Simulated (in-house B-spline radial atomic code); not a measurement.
How numerical settings move a run on Fe V (Fe4+), [Ar] 3d4. Computed with a B-spline radial code for spherical atoms: scalar-relativistic (X2C) B3LYP, spin-polarised, spherical fractional occupations, Fermi nucleus of rms radius 3.7377 fm.

Command:
```bash
python run_scf.py task.json out
```
Settings of the sound reference run:
```
Z                26
electrons        22
configuration    [Ar] 3d4
hamiltonian      x2c
method           b3lyp
spin_polarised   True
nucleus          fermi
rms_radius       3.7377
mass_number      56
atomic_mass      55.93494
speed_of_light   137.036
knot_spacing     0.22
spline_order     8
gauss_points     12
box_radius       12.77
max_iterations   70
damping          0.5
damped_steps     3
diis_vectors     10
tolerance        1e-08
start            Thomas-Fermi
```

Cost of the run: 0.42 s on 1 thread of Intel(R) Xeon(R) Platinum 8259CL CPU @ 2.50GHz, on a shared host.

It converges in 10 iterations to -1268.531936 hartree, with 3d up at -66.9801 eV. The other runs change the listed settings, some to values that make no sense; their results aren't properties of the atom or ion. Radii are in bohr (the nuclear one in fm), a minus after a letter asks for a j subshell, and «unchanged» means within 1e-8 hartree. The run stops when the residual is below 10 × tolerance × max(1, Z/10), or a noise floor if that is larger, and the energy moves by less than 1e-8 × √|E| hartree; so very loose and very tight tolerances often act alike.

| changed settings | outcome |
| --- | --- |
| knot_spacing = 0.1 | converged in 9 iterations, energy -3.64e-07 hartree from the reference, 3d up level +4.2e-06 eV |
| box_radius = 0.51 | converged in 8 iterations, energy +5.50e+02 hartree from the reference, 3d up level +1.1e+03 eV (the program warns: 3d up has a positive eigenvalue: unbound, held by the box; 3s up has a positive eigenvalue: unbound, held by the box) |
| knot_spacing = 1.4 | converged in 10 iterations, energy +2.71e+01 hartree from the reference, 3d up level -1.7e-01 eV (the program warns: 1s up reaches the box edge; 1s down reaches the box edge) |
| box_radius = 6.38 | converged in 10 iterations, energy +1.55e-07 hartree from the reference, 3d up level +8.2e-06 eV |
| box_radius = 2.55 | converged in 9 iterations, energy +1.12e-01 hartree from the reference, 3d up level +2.1e+00 eV (the program warns: 3d up reaches the box edge; 3s up reaches the box edge) |
| box_radius = 1.28 | converged in 8 iterations, energy +1.40e+01 hartree from the reference, 3d up level +7.5e+01 eV (the program warns: 3d up has a positive eigenvalue: unbound, held by the box; 2s up reaches the box edge) |
| first_knot = 3.85e-06 | converged in 9 iterations, energy +8.93e-07 hartree from the reference, 3d up level +1.3e-06 eV |
| first_knot = 0.00385, max_iterations = 50, damping = 0, damped_steps = 8, tolerance = 1e-05 | converged in 13 iterations, energy -3.07e-03 hartree from the reference, 3d up level +3.9e-05 eV |
| knot_spacing = 2 | converged in 9 iterations, energy +9.04e+01 hartree from the reference, 3d up level -4.2e+00 eV (the program warns: 1s up reaches the box edge; 1s down reaches the box edge) |
| knot_spacing = 0.3 | converged in 10 iterations, energy +3.22e-06 hartree from the reference, 3d up level -2.1e-06 eV |
| first_knot = 0.0385 | converged in 10 iterations, energy +9.09e-02 hartree from the reference, 3d up level -8.3e-04 eV |
| knot_spacing = 0.55 | converged in 10 iterations, energy +1.89e-02 hartree from the reference, 3d up level -7.5e-03 eV |
| knot_spacing = 0.75 | converged in 10 iterations, energy +6.06e-01 hartree from the reference, 3d up level -1.4e-01 eV (the program warns: 2s up reaches the box edge; 2s down reaches the box edge) |
| first_knot = 0.00385 | converged in 9 iterations, energy -3.07e-03 hartree from the reference, 3d up level +3.1e-05 eV |
| box_radius = 25.54 | converged in 10 iterations, energy +6.82e-08 hartree from the reference, 3d up level -3.5e-07 eV |
| box_radius = 0.77 | converged in 8 iterations, energy +1.33e+02 hartree from the reference, 3d up level +3.8e+02 eV (the program warns: 3d up has a positive eigenvalue: unbound, held by the box; 3s up has a positive eigenvalue: unbound, held by the box) |
| first_knot = 0.0115 | converged in 10 iterations, energy +4.81e-03 hartree from the reference, 3d up level -4.4e-05 eV |
| box_radius = 1.92 | converged in 9 iterations, energy +1.12e+00 hartree from the reference, 3d up level +1.2e+01 eV (the program warns: 3d up reaches the box edge; 3s up reaches the box edge) |
| knot_spacing = 0.15, first_knot = 0.000385, max_iterations = 2, start = bare nucleus | not converged after 2 iterations, last residual 8.7e-01, last energy +3.14e+01 hartree from the reference |
| hamiltonian = dirac, method = hf, spin_polarised = False, speed_of_light = 13.00472 | stopped with error: Z/c is past the critical charge |
| first_knot = 3.85e-05 | converged in 9 iterations, energy +1.96e-07 hartree from the reference, 3d up level +3.5e-06 eV |
| electrons = 23, configuration = [Ar] 3d4 4p-1, max_iterations = 50 | stopped with error: j subshells need the Dirac Hamiltonian and l > 0 |

What happens with knot_spacing = 0.15?

Converged in 9 iterations, energy +2.65e-07 hartree from the reference, 3d up level +4.2e-06 eV.

What happens with box_radius = 1.28, max_iterations = 50, tolerance = 1e-06?

Converged in 7 iterations, energy +1.40e+01 hartree from the reference, 3d up level +7.5e+01 eV (the program warns: 3d up has a positive eigenvalue: unbound, held by the box; 2s up reaches the box edge).

What happens with first_knot = 0.000385?

Converged in 10 iterations, energy +8.98e-05 hartree from the reference, 3d up level -7.6e-07 eV.

What happens with knot_spacing = 1?

Converged in 10 iterations, energy +5.30e+00 hartree from the reference, 3d up level +7.4e-02 eV (the program warns: 1s up reaches the box edge; 1s down reaches the box edge).
